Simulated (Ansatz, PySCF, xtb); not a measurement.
Noncovalent pair: N2 (SMILES N#N) (first 2 atoms) with GeH4 (SMILES [GeH4]); geometry from B3LYP-D3(BJ)/def2-TZVP, rigid monomers moved along the line of their centres of mass till N2···Ge3 is 4.14 Å.
(charge 0, multiplicity 1):
```json
[
 {"atom": "N", "x (Å)": "-0.2136", "y (Å)": "-0.0766", "z (Å)": "-1.1125"},
 {"atom": "N", "x (Å)": "-0.5000", "y (Å)": "0.3781", "z (Å)": "-0.1633"},
 {"atom": "Ge", "x (Å)": "0.2085", "y (Å)": "-0.0872", "z (Å)": "3.8901"},
 {"atom": "H", "x (Å)": "0.5867", "y (Å)": "-0.4086", "z (Å)": "5.3444"},
 {"atom": "H", "x (Å)": "-0.4723", "y (Å)": "-1.3104", "z (Å)": "3.2587"},
 {"atom": "H", "x (Å)": "1.4785", "y (Å)": "0.2555", "z (Å)": "3.0976"},
 {"atom": "H", "x (Å)": "-0.7535", "y (Å)": "1.1084", "z (Å)": "3.8623"}
]
```

Interaction energies are E(AB) − E(A) − E(B) at the monomers' geometry in the complex; basis-set methods are counterpoise corrected. Rows marked so take none.

Correlated levels freeze the cores. Filled d and f shells under p-block atoms count as core. CBS: X⁻³ extrapolation of the correlation energy, Hartree–Fock from the larger set. Rows in 6-31G* carry no dispersion term and start afresh at each structure (6-31G* with six Cartesian d functions); the Pople sets are all-electron and without relativity.

Codes used: Ansatz (Gaussian basis) for Hartree–Fock, density functionals and correlated methods; PySCF for 6-31G* rows, the dispersion terms; xtb for the GFN methods. 

| level | interaction energy (kJ/mol) |
|---|---|
| GFN-FF | -1.4 |
| GFN1-xTB | -19.4 |
| PBE/def2-TZVPPD | -0.9 |
| PBE-D3(BJ)/def2-TZVPPD | (withheld) |
| BP86/6-31G* (no counterpoise) | -0.5 |
| r2SCAN/def2-TZVPPD | -0.8 |
| r2SCAN-D3(BJ)/def2-TZVPPD | -1.6 |
| PBE0-D4/def2-TZVPPD | -1.7 |
| CCSD(T)/CBS(aug-cc-pVDZ, aug-cc-pVTZ) | -1.8 |

### Question
Complete the blanks.

### Answer

- PBE-D3(BJ)/def2-TZVPPD, interaction energy (kJ/mol): -2.4

Ansatz is a program for electronic structure.
